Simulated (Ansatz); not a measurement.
## A barrier at the coupled-cluster level

Start structure (SiH₂Cl₃, doublet), relaxed at PBE0-D4/def2-TZVP:

H1  (-0.624, -0.436, 0.347)
Si2  (0.470, 0.333, -0.263)
Cl3  (1.254, -0.720, -1.811)
Cl4  (1.911, 0.676, 1.124)
Cl5  (-0.249, 2.104, -0.945)
H6  (-2.762, -1.957, 1.549)
(Å)

The step: SiHCl₃ ([Cl][SiH]([Cl])[Cl]) + H → SiCl₃ ([Cl][Si]([Cl])[Cl]) + H₂; bonds formed: H1–H6; bonds broken: H1–Si2. Ansatz 0.2.0; basis: def2-TZVPP and def2-QZVPP; cores frozen in the correlated methods; orbitals are unrestricted. Extrapolation: Hartree–Fock as exp(−7.88 √X), correlation as X^−2.97. Energies below are by CCSD(T) at an estimated basis limit (MP2 extrapolated from triple and quadruple zeta, plus CCSD(T) − MP2 in triple zeta).

What are the electronic barrier and the energy of the step, from the start structure to the end structure? (Judge from chemistry; the value comes from the calculation.)

The calculation gives: Barrier 0.201 eV; step energy -0.524 eV (downhill); reverse barrier, their difference, 0.726 eV. Barrier and step energy count from the start structure, the reverse barrier from the end structure.

The saddle point: One imaginary mode of 738i cm⁻¹.
```json
{"pair": "H1–H6", "start (Å)": "2.89", "saddle (Å)": "1.33", "end (Å)": "0.75"}
{"pair": "H1–Si2", "start (Å)": "1.47", "saddle (Å)": "1.53", "end (Å)": "3.39"}
```

Zero-point energy (harmonic, PBE0-D4): ZPE is 0.389 eV at the start and 0.362 eV at the saddle, so the barrier goes from 0.201 to 0.174 eV.

No T1 diagnostic of these runs exceeds 0.012. ⟨S²⟩ of the unrestricted Hartree–Fock references: 0.75 to 0.76 (a pure state has 0.75).

Radical steps of this kind take place in plasma deposition and etching.

Labels in which every atom is bracketed show which atoms are joined, not bond orders.

For scale, one of the runs: CCSD(T)/def2-TZVPP, 196 basis functions (an equivalent command: `ansatz run in.yaml --threads 4`). The run took 2.5 min on 4 CPU threads (shared host), with 5.2 GiB of host memory at its peak.
